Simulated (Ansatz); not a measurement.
Consider the isomerisation: `CCSBF` → `CBSCF`.

Isolated molecules relaxed with PBE0-D4/def2-TZVP in Ansatz; ΔE leaves out vibrations. CCSD(T)/CBS adds triple-zeta CCSD(T) − MP2 to the extrapolated MP2 energy (def2 sets, frozen cores). DFT in def2-TZVPP. One conformer a species, not always the lowest.

```
species  PBE0 energy (Eh)
`CCSBF`        -602.51634
`CBSCF`        -602.45495
```

(1) Work out ΔE.

Largest T1 diagnostic among the species: 0.013.

Answers

(1) ΔE = (-602.45495) − (-602.51634) = 0.06139 Eh = +161.2 kJ/mol. CCSD(T)/CBS gives +169.9 kJ/mol.

From PBE to PBE0 (25 % exact exchange), in def2-TZVPP and without D4, ΔE moves by +4.7 kJ/mol.
